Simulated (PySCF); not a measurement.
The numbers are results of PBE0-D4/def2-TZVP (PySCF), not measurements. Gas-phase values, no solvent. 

Reference species (SMILES): `[SiH3]Cl` (neutral, multiplicity 1).

```
Quantity                   Value
----------------------  --------
LUMO                    -0.08 eV
S1 oscillator strength     0.008
```

Changed species: `CC#C[SiH2]Cl` (X = propynyl; the reference has X = H).

### Question
Predict the effect on the LUMO and S1 oscillator strength.

### Answer
the LUMO falls by 0.42 eV, to -0.50 eV; the S1 oscillator strength stays essentially unchanged.
